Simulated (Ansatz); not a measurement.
Born–Oppenheimer molecular dynamics of F$_{2}$GeH$_{4}$ (7 atoms, charge 0, multiplicity 1). It starts at the highest image of a converged band, a first-order saddle point between two minima.

Theory: RKS PBE/def2-SVP in Ansatz 0.2.0.

```json
{
 "ensemble": "NVE (velocity Verlet)",
 "time step": "0.5 fs",
 "steps asked": "200",
 "starting velocities drawn for": "300 K",
 "seed": "8878"
}
```

First frame:

```xyz
7
Properties=species:S:1:pos:R:3
Ge -0.267 0.003 -0.100
H 0.039 -0.027 1.708
F 1.511 0.013 -0.093
H -0.580 1.366 -0.741
H -0.578 -1.371 -0.719
F -1.985 0.024 0.968
H -0.905 -0.008 1.668
```

(1) How far do the bonds stretch over the last three quarters of this one trajectory? (Pairs bonded in most of those frames.)

Results:

(1) 
```json
{"bond": "Ge1–F3", "mean (Å)": "1.786", "spread (Å)": "0.022", "shortest": "1.74", "longest": "1.81"}
{"bond": "Ge1–H4", "mean (Å)": "1.547", "spread (Å)": "0.013", "shortest": "1.52", "longest": "1.57"}
{"bond": "Ge1–H5", "mean (Å)": "1.549", "spread (Å)": "0.049", "shortest": "1.48", "longest": "1.62"}
{"bond": "Ge1–F6", "mean (Å)": "1.805", "spread (Å)": "0.094", "shortest": "1.65", "longest": "1.97"}
{"bond": "H2–H7", "mean (Å)": "0.776", "spread (Å)": "0.015", "shortest": "0.76", "longest": "0.84"}
```

Mean temperature of the second half: 1949 K. The conserved energy stayed within 0.09 meV per atom of its start (net change 0.066 meV per atom), so the integration is sound. The kinetic energy rose, since the run started high on the potential surface and went downhill. It ends in pieces (F2GeH2 + H2), so much of that is their flight and rotation, not heat. A run of 0.1 ps of so small a system gives no equilibrium averages. The orbitals stay closed-shell, which can raise the energy where a bond breaks towards radicals; this wasn't checked here.

Run time: 5.9 min on 1 thread of Arm Neoverse V1 (shared host), peak memory 0.13 GiB.
